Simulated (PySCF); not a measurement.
HfF₄, SMILES [F][Hf]([F])([F])[F], multiplicity 1. Geometry: B3LYP-D3(BJ)/def2-SVP. The spin state was assumed, not searched. The isomer is the one that the SMILES or the coordinates give; other isomers of the formula were not compared. The def2 effective core potentials stand for the cores of Hf; spin–orbit coupling is left out.

All values below come from B3LYP-D3(BJ)/def2-SVP run with PySCF 2.14.0.

Harmonic wavenumbers (cm⁻¹): 157, 157, 157, 163, 163, 673, 673, 673, 681. Rotational constants (GHz): 2.730, 2.730, 2.730; symmetry number 12.

Problem. Work out the zero-point energy and the ideal-gas rigid-rotor harmonic-oscillator thermochemistry at 298.15 K and 1 atm.

Solution. ZPE = ½ Σ hcν = ½ × 3493 cm⁻¹ = 20.89 kJ/mol. H − E(el) = 40.35 kJ/mol. Entropy in J/(mol K): translation 177.83, rotation 92.97, vibration 59.24, total 330.05. G − E(el) = -58.06 kJ/mol. Cp = 87.56 J/(mol K).
